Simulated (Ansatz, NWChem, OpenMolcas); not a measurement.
## Worked example: C3H7Br + CH3Br → C3H8 + CH2Br2

Gas-phase species: C3H7Br (1-bromopropane) `CCCBr`, singlet; CH3Br (bromomethane) `CBr`, singlet; C3H8 (propane) `CCC`, singlet; CH2Br2 `BrCBr`, singlet. The partners trade Br for H; both sit on C, so the bond types are kept.

Shapes, held fixed at every level: PBE0-D4/def2-TZVP. Flexible molecules stand in one conformer, not always the lowest. Programs: Ansatz 0.2.0, NWChem 7.3.0, OpenMolcas 26.06. A level may come from different programs for different species; with the same settings they agree closely. Electronic energies: no zero-point or thermal term.

At CCSD(T)/def2-TZVPP; 1 Eh = 2625.50 kJ/mol:

```
species   energy (Eh)
 C3H7Br  -2691.026243
  CH3Br  -2612.542543
   C3H8   -118.915650
 CH2Br2  -5184.644088
```

Question: Work out ΔE of the reaction at this level.

Answer: 
1. Products less reactants: (-118.915650) + (-5184.644088) − [(-2691.026243) + (-2612.542543)] = 0.009048 Eh = +23.8 kJ/mol.

Other levels give +19.0 (PBE-D4/def2-TZVPP) to +29.8 kJ/mol (HF/def2-SVP). No measured value is set beside it here. Relativity is left out for Br. Outer-core shells of Br are correlated, in sets that cover them unevenly.
